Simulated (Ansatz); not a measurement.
MoN₂O₂H₄⁺, that is MoO2(NH2)2 with one electron fewer. Charge 1, multiplicity 2. Geometry PBE0-D4/def2-SVP, that of the neutral singlet; atoms count from 1.

```xyz
9

Mo    0.618    0.042    0.209
O     1.469    1.492    0.237
O     1.482   -1.290    0.763
N     0.109   -0.306   -1.619
H    -0.002   -1.235   -2.014
H    -0.009    0.414   -2.325
N    -0.931    0.249    1.340
H    -1.371    1.141    1.548
H    -1.364   -0.508    1.860
```

In the def2 sets Mo takes a core potential; there is no spin–orbit coupling.

Q: Estimate the Mulliken populations from the PBE0/def2-TZVP orbitals of Ansatz.

A: 
```
atom  charge (e)  spin (α − β)  d electrons
 Mo1        1.62         -0.29         3.73
  O2       -0.44          0.05            –
  O3       -0.44          0.05            –
  N4       -0.53          0.63            –
  H5        0.33         -0.02            –
  H6        0.33         -0.02            –
  N7       -0.53          0.63            –
  H8        0.33         -0.02            –
  H9        0.33         -0.02            –
```
Mulliken values depend strongly on the basis.

Q: Where does the spin sit?

A: Summed by element: Mo -0.29, O 0.10, N 1.26, H -0.07, of 1 unpaired in all. Largest on single atoms: N7 0.63, N4 0.63, Mo1 -0.29.

Q: And the Mayer bond orders between heavy atoms (over 0.3)?

A: Mo1–O2 1.99 (1.68 Å); Mo1–O3 1.99 (1.68 Å); Mo1–N4 0.87 (1.93 Å); Mo1–N7 0.87 (1.93 Å).
